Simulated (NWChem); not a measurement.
System: C2H4ClFSi; SMILES F/C(Cl)=C\[SiH3]

```xyz
9

F      1.4335    -0.3811     0.0000
C      0.1050    -0.5356     0.0000
Cl    -0.3225    -2.2226     0.0000
C     -0.7374     0.4925     0.0000
Si    -0.1452     2.2734     0.0000
H     -1.7976     0.2604     0.0000
H      0.6733     2.5694    -1.2047
H     -1.3451     3.1498     0.0000
H      0.6733     2.5694     1.2047
```
Atoms are numbered in this order, from 1.

Coordinates come from a B3LYP/6-31G* (spherical d) optimisation.

Question: Give the principal values of the shielding tensors (ppm) of F1, C2, Cl3, C4, Si5 from PBE0/pcSseg-1, GIAO (NWChem), with their diamagnetic and paramagnetic parts as GIAO splits them.

Answer: 
```
atom    σ11    σ22     σ33  isotropic  diamagnetic  paramagnetic
----  -----  -----  ------  ---------  -----------  ------------
F1    127.7  240.1   268.0      211.9        474.6        -262.6
C2    -90.8   43.2    94.0       15.5        250.8        -235.4
Cl3   411.9  419.3  1015.1      615.4       1146.0        -530.5
C4     -5.9  116.8   155.5       88.8        260.5        -171.6
Si5   415.1  423.1   464.5      434.3        880.2        -446.0
```
